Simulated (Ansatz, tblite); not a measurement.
Cost and result up the ladder for `O=P(O)(O)CCCCc1ccc(-c2ccc(-c3cccs3)s2)s1` (40 atoms). The state is a singlet with charge 0. Geometry: r2SCAN-D4/def2-SVP.

Ansatz on 2 threads of AMD EPYC 7R13 on a shared host and a share (18 GiB) of an NVIDIA H100 80GB HBM3; xTB runs through tblite on one thread. Times are rough, summed over both states, and most runs start from the orbitals of an earlier one. PBE0-D4/def2-TZVP serves as the yardstick here, not as an exact answer. The other state is a triplet.

The xTB rows come from tblite. Single mean-field runs in def2-TZVP are fitted with def2-universal-jkfit.

xTB has no spin-polarisation term.

```csv
level,functions,wall time,vertical triplet (eV),difference from PBE0-D4/def2-TZVP (eV)
GFN2-xTB,129,0.2 s,2.13,-0.01
GFN1-xTB,146,0.28 s,2.18,0.04
PBE-D4/def2-TZVP,839,22 s,2.01,-0.12
PBE0-D4/def2-TZVP (with forces),839,38 s,2.14,0.00
```
